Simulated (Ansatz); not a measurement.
## Molecular dynamics of C5H10OSi

Input:

```yaml
crystal:
  periodic: [false, false, false]
  atoms:
    - { symbol: C, position_ang: [0.615257, -0.496637, 2.223542] }
    - { symbol: C, position_ang: [0.349514, -0.19094, 0.73909] }
    - { symbol: C, position_ang: [1.13241, -0.655883, -0.260309] }
    - { symbol: Si, position_ang: [0.778356, -0.213597, -2.035552] }
    - { symbol: O, position_ang: [-0.467376, 1.006561, -2.053918] }
    - { symbol: C, position_ang: [-1.43293, 0.645042, -1.002842] }
    - { symbol: C, position_ang: [-0.87155, 0.724118, 0.471911] }
    - { symbol: H, position_ang: [-0.245641, -1.032481, 2.673144] }
    - { symbol: H, position_ang: [1.520571, -1.119318, 2.343935] }
    - { symbol: H, position_ang: [0.753561, 0.44295, 2.79675] }
    - { symbol: H, position_ang: [1.992951, -1.297082, -0.00223] }
    - { symbol: H, position_ang: [0.361818, -1.411334, -2.773197] }
    - { symbol: H, position_ang: [1.930545, 0.368489, -2.71383] }
    - { symbol: H, position_ang: [-1.876143, -0.377464, -1.150332] }
    - { symbol: H, position_ang: [-2.273395, 1.376929, -1.086081] }
    - { symbol: H, position_ang: [-1.693285, 0.453035, 1.168795] }
    - { symbol: H, position_ang: [-0.593663, 1.77721, 0.701325] }
basis:
  gaussian: { orbitals: STO-3G }
hamiltonian:
  xc: pbe
md:
  timestep: 1.0
  n_steps: 219
  ensemble: nvt_langevin
  temperature: 300.0
  initial_velocities: maxwell_boltzmann
  seed: 933724
  friction: 0.05
```

Launched with:

```bash
$ ansatz run input.yaml --threads 1 --pin off --max-ram 2048MiB --backend cpu --events-out ev --progress --plain --runs-dir out
```

It starts from a relaxed structure.

Output, in part (one step line in 4, the closing report, with atoms numbered from 0):

```
md step     0: t =     0.00 fs  T =   282.4 K  F+E_penalty+E_count = -15075.82653872 eV  E_kin = 0.620448 eV  (24 SCF iters)
md step     4: t =     4.00 fs  T =   221.1 K  F+E_penalty+E_count = -15075.50069348 eV  E_kin = 0.485824 eV  (28 SCF iters)
md step     8: t =     8.00 fs  T =   152.1 K  F+E_penalty+E_count = -15075.27677348 eV  E_kin = 0.334262 eV  (28 SCF iters)
md step    12: t =    12.00 fs  T =   182.0 K  F+E_penalty+E_count = -15075.38639843 eV  E_kin = 0.399886 eV  (28 SCF iters)
md step    16: t =    16.00 fs  T =   315.3 K  F+E_penalty+E_count = -15075.48707410 eV  E_kin = 0.692951 eV  (28 SCF iters)
md step    20: t =    20.00 fs  T =   229.9 K  F+E_penalty+E_count = -15075.37711199 eV  E_kin = 0.505160 eV  (28 SCF iters)
md step    24: t =    24.00 fs  T =   190.2 K  F+E_penalty+E_count = -15075.19903744 eV  E_kin = 0.417944 eV  (28 SCF iters)
md step    28: t =    28.00 fs  T =   193.2 K  F+E_penalty+E_count = -15075.31023372 eV  E_kin = 0.424556 eV  (28 SCF iters)
md step    32: t =    32.00 fs  T =   275.6 K  F+E_penalty+E_count = -15075.48086143 eV  E_kin = 0.605658 eV  (26 SCF iters)
md step    36: t =    36.00 fs  T =   203.3 K  F+E_penalty+E_count = -15075.34398837 eV  E_kin = 0.446788 eV  (25 SCF iters)
md step    40: t =    40.00 fs  T =   210.4 K  F+E_penalty+E_count = -15075.19825386 eV  E_kin = 0.462314 eV  (28 SCF iters)
md step    44: t =    44.00 fs  T =   332.1 K  F+E_penalty+E_count = -15075.31859267 eV  E_kin = 0.729795 eV  (28 SCF iters)
md step    48: t =    48.00 fs  T =   324.4 K  F+E_penalty+E_count = -15075.41499780 eV  E_kin = 0.712782 eV  (28 SCF iters)
md step    52: t =    52.00 fs  T =   261.8 K  F+E_penalty+E_count = -15075.26021611 eV  E_kin = 0.575367 eV  (28 SCF iters)
md step    56: t =    56.00 fs  T =   330.5 K  F+E_penalty+E_count = -15075.19449399 eV  E_kin = 0.726340 eV  (28 SCF iters)
md step    60: t =    60.00 fs  T =   248.4 K  F+E_penalty+E_count = -15075.07967095 eV  E_kin = 0.545920 eV  (28 SCF iters)
md step    64: t =    64.00 fs  T =   290.6 K  F+E_penalty+E_count = -15075.12236407 eV  E_kin = 0.638552 eV  (28 SCF iters)
md step    68: t =    68.00 fs  T =   313.1 K  F+E_penalty+E_count = -15075.20471471 eV  E_kin = 0.688038 eV  (28 SCF iters)
md step    72: t =    72.00 fs  T =   284.2 K  F+E_penalty+E_count = -15075.14868077 eV  E_kin = 0.624474 eV  (28 SCF iters)
md step    76: t =    76.00 fs  T =   301.4 K  F+E_penalty+E_count = -15075.25491212 eV  E_kin = 0.662207 eV  (28 SCF iters)
md step    80: t =    80.00 fs  T =   328.0 K  F+E_penalty+E_count = -15075.28809226 eV  E_kin = 0.720784 eV  (26 SCF iters)
md step    84: t =    84.00 fs  T =   196.4 K  F+E_penalty+E_count = -15075.27263729 eV  E_kin = 0.431658 eV  (28 SCF iters)
md step    88: t =    88.00 fs  T =   217.5 K  F+E_penalty+E_count = -15075.44287170 eV  E_kin = 0.477870 eV  (28 SCF iters)
md step    92: t =    92.00 fs  T =   321.3 K  F+E_penalty+E_count = -15075.52996576 eV  E_kin = 0.706016 eV  (28 SCF iters)
md step    96: t =    96.00 fs  T =   288.7 K  F+E_penalty+E_count = -15075.41816052 eV  E_kin = 0.634493 eV  (28 SCF iters)
md step   100: t =   100.00 fs  T =   238.1 K  F+E_penalty+E_count = -15075.26725215 eV  E_kin = 0.523258 eV  (28 SCF iters)
md step   104: t =   104.00 fs  T =   280.1 K  F+E_penalty+E_count = -15075.29601351 eV  E_kin = 0.615607 eV  (27 SCF iters)
md step   108: t =   108.00 fs  T =   247.5 K  F+E_penalty+E_count = -15075.44930312 eV  E_kin = 0.543819 eV  (28 SCF iters)
md step   112: t =   112.00 fs  T =   222.8 K  F+E_penalty+E_count = -15075.22823757 eV  E_kin = 0.489689 eV  (28 SCF iters)
md step   116: t =   116.00 fs  T =   233.1 K  F+E_penalty+E_count = -15075.14309919 eV  E_kin = 0.512160 eV  (28 SCF iters)
md step   120: t =   120.00 fs  T =   239.0 K  F+E_penalty+E_count = -15075.25124318 eV  E_kin = 0.525182 eV  (28 SCF iters)
md step   124: t =   124.00 fs  T =   265.0 K  F+E_penalty+E_count = -15075.38361674 eV  E_kin = 0.582358 eV  (28 SCF iters)
md step   128: t =   128.00 fs  T =   285.8 K  F+E_penalty+E_count = -15075.35328477 eV  E_kin = 0.627955 eV  (28 SCF iters)
md step   132: t =   132.00 fs  T =   256.4 K  F+E_penalty+E_count = -15075.22616255 eV  E_kin = 0.563519 eV  (28 SCF iters)
md step   136: t =   136.00 fs  T =   230.6 K  F+E_penalty+E_count = -15075.17039404 eV  E_kin = 0.506671 eV  (28 SCF iters)
md step   140: t =   140.00 fs  T =   291.2 K  F+E_penalty+E_count = -15075.31697056 eV  E_kin = 0.639972 eV  (27 SCF iters)
md step   144: t =   144.00 fs  T =   349.9 K  F+E_penalty+E_count = -15075.45951955 eV  E_kin = 0.768829 eV  (28 SCF iters)
md step   148: t =   148.00 fs  T =   254.1 K  F+E_penalty+E_count = -15075.29918216 eV  E_kin = 0.558257 eV  (28 SCF iters)
md step   152: t =   152.00 fs  T =   254.1 K  F+E_penalty+E_count = -15075.23542519 eV  E_kin = 0.558405 eV  (28 SCF iters)
md step   156: t =   156.00 fs  T =   241.5 K  F+E_penalty+E_count = -15075.11535598 eV  E_kin = 0.530757 eV  (28 SCF iters)
md step   160: t =   160.00 fs  T =   332.3 K  F+E_penalty+E_count = -15075.28033905 eV  E_kin = 0.730179 eV  (28 SCF iters)
md step   164: t =   164.00 fs  T =   316.3 K  F+E_penalty+E_count = -15075.21065170 eV  E_kin = 0.695131 eV  (27 SCF iters)
md step   168: t =   168.00 fs  T =   304.0 K  F+E_penalty+E_count = -15075.02616820 eV  E_kin = 0.668094 eV  (28 SCF iters)
md step   172: t =   172.00 fs  T =   336.8 K  F+E_penalty+E_count = -15075.28286980 eV  E_kin = 0.740196 eV  (27 SCF iters)
md step   176: t =   176.00 fs  T =   337.7 K  F+E_penalty+E_count = -15075.21835454 eV  E_kin = 0.741960 eV  (28 SCF iters)
md step   180: t =   180.00 fs  T =   328.9 K  F+E_penalty+E_count = -15075.19441694 eV  E_kin = 0.722625 eV  (28 SCF iters)
md step   184: t =   184.00 fs  T =   420.8 K  F+E_penalty+E_count = -15075.41892702 eV  E_kin = 0.924629 eV  (26 SCF iters)
md step   188: t =   188.00 fs  T =   418.3 K  F+E_penalty+E_count = -15075.35606804 eV  E_kin = 0.919231 eV  (28 SCF iters)
md step   192: t =   192.00 fs  T =   305.3 K  F+E_penalty+E_count = -15075.14501639 eV  E_kin = 0.670858 eV  (28 SCF iters)
md step   196: t =   196.00 fs  T =   307.6 K  F+E_penalty+E_count = -15075.15194790 eV  E_kin = 0.675933 eV  (27 SCF iters)
md step   200: t =   200.00 fs  T =   289.4 K  F+E_penalty+E_count = -15075.25760635 eV  E_kin = 0.635961 eV  (28 SCF iters)
md step   204: t =   204.00 fs  T =   309.4 K  F+E_penalty+E_count = -15075.28531085 eV  E_kin = 0.679853 eV  (28 SCF iters)
md step   208: t =   208.00 fs  T =   242.0 K  F+E_penalty+E_count = -15074.95807315 eV  E_kin = 0.531707 eV  (27 SCF iters)
md step   212: t =   212.00 fs  T =   346.7 K  F+E_penalty+E_count = -15075.18618076 eV  E_kin = 0.761748 eV  (28 SCF iters)
md step   216: t =   216.00 fs  T =   309.9 K  F+E_penalty+E_count = -15075.26763828 eV  E_kin = 0.681014 eV  (28 SCF iters)
md step   219: t =   219.00 fs  T =   246.2 K  F+E_penalty+E_count = -15075.18918575 eV  E_kin = 0.540973 eV  (26 SCF iters)
Total energy: -15075.18921502 eV, -554.0029853216 hartree
Atom 0 at     0.647385    -0.781626     2.311683 Å, force    -0.582392     1.375314     0.550244 eV/Å
Atom 1 at     0.411439    -0.189020     0.902920 Å, force    -1.026939    -0.277034    -1.650456 eV/Å
Atom 2 at     1.132561    -0.614768    -0.177062 Å, force     0.619059    -0.939546     1.193283 eV/Å
Atom 3 at     0.765700    -0.035579    -1.881635 Å, force     0.321479    -0.066572    -1.850304 eV/Å
Atom 4 at    -0.558056     1.069834    -1.936561 Å, force    -1.817082    -0.227769     1.219466 eV/Å
Atom 5 at    -1.505408     0.739401    -0.796442 Å, force     1.327727    -2.175406    -0.144041 eV/Å
Atom 6 at    -0.746410     0.849019     0.612232 Å, force    -1.831031    -1.655698     1.022316 eV/Å
Atom 7 at    -0.290354    -0.952190     2.959982 Å, force     1.254863     0.304747    -1.068752 eV/Å
Atom 8 at     1.228476    -1.697153     2.196287 Å, force     0.108415    -0.703923     0.114900 eV/Å
Atom 9 at     1.329464    -0.042264     2.809767 Å, force    -0.466385    -0.371657     0.391329 eV/Å
Atom 10 at     1.888339    -1.447694    -0.026630 Å, force    -0.616401     0.879893    -0.105697 eV/Å
Atom 11 at     0.466049    -1.211383    -2.768215 Å, force     0.255336     0.469996     0.553041 eV/Å
Atom 12 at     1.796707     0.782093    -2.584575 Å, force    -0.174132    -0.584727     0.512213 eV/Å
Atom 13 at    -2.036704    -0.301624    -0.800914 Å, force     1.090931     0.944587    -0.524809 eV/Å
Atom 14 at    -2.355458     1.424238    -0.858972 Å, force    -0.312226     1.071447     0.143504 eV/Å
Atom 15 at    -1.539670     0.805240     1.425737 Å, force     0.698527    -0.225642    -0.594038 eV/Å
Atom 16 at    -0.387057     1.843171     0.647070 Å, force     1.150250     2.181988     0.237800 eV/Å
Dipole moment:     0.014481    -0.142984     0.286517 e Å
```

All steps were run. A run of 0.22 ps of so small a system gives no equilibrium averages. Limits of this set-up: minimal basis.

The same pairs are bonded in the first frame and the last. Pairs count as bonded within 1.25 times the sum of covalent radii (0.12 Å more for H–H).

Last frame:

```xyz
17
Properties=species:S:1:pos:R:3
C 0.647 -0.782 2.312
C 0.411 -0.189 0.903
C 1.133 -0.615 -0.177
Si 0.766 -0.036 -1.882
O -0.558 1.070 -1.937
C -1.505 0.739 -0.796
C -0.746 0.849 0.612
H -0.290 -0.952 2.960
H 1.228 -1.697 2.196
H 1.329 -0.042 2.810
H 1.888 -1.448 -0.027
H 0.466 -1.211 -2.768
H 1.797 0.782 -2.585
H -2.037 -0.302 -0.801
H -2.356 1.424 -0.859
H -1.540 0.805 1.426
H -0.387 1.843 0.647
```

The run took 16 min on 1 thread of Intel(R) Xeon(R) Platinum 8488C (Sapphire Rapids), on a shared host, peak memory 0.23 GiB.
